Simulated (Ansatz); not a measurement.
Gas-phase electronic energies from Ansatz, PBE0-D4/def2-TZVP geometries. CCSD(T)/CBS is the MP2 limit (def2-TZVPP, def2-QZVPP) plus CCSD(T) − MP2 in def2-TZVPP, frozen cores. This one scheme is used for every species. Double bonds are as drawn, so ΔE can hold a change between cis and trans. DFT in def2-TZVPP. For Ge outer-core shells are correlated without core-valence functions, which leaves a few kJ/mol of doubt a bond. Scalar relativity is left out up to krypton. One conformer a species, not always the lowest.

Reaction (formal hydrolysis of a C–Ge bond): `O[SiH2]/C=[CH]\[GeH2][OH]` + H₂O → `O/C=C/[SiH2]O` + `[OH][GeH3]`

```tsv
level	ΔE (kJ/mol)
ωB97M-V	34.6
B2PLYP	29.9
CCSD(T)/def2-TZVPP	43.6
SCS-MP2/def2-QZVPP	44.9
```

Q: What does CCSD(T)/CBS give? (Estimate.)

A: The calculation gave: +49.0 kJ/mol. The listed levels differ from it by -14.4, -19.1, -5.4, -4.1 kJ/mol.

Largest T1 diagnostic among the species: 0.013.

The D4 term adds +13.4 kJ/mol with B3LYP and +7.4 kJ/mol with PBE0; it sums over pairs of atoms, weighted by their polarisabilities, and B3LYP, whose exchange is more repulsive, gets the larger term. In def2-TZVPP, CCSD(T) changes the Hartree–Fock value by +24.6 kJ/mol (the triples alone add +1.7 kJ/mol) and MP2 by +29.1 kJ/mol. From PBE to PBE0 (25 % exact exchange), in def2-TZVPP and without D4, ΔE moves by +4.5 kJ/mol.

B3LYP here is the variant with VWN-RPA as its local correlation; programs differ in this.
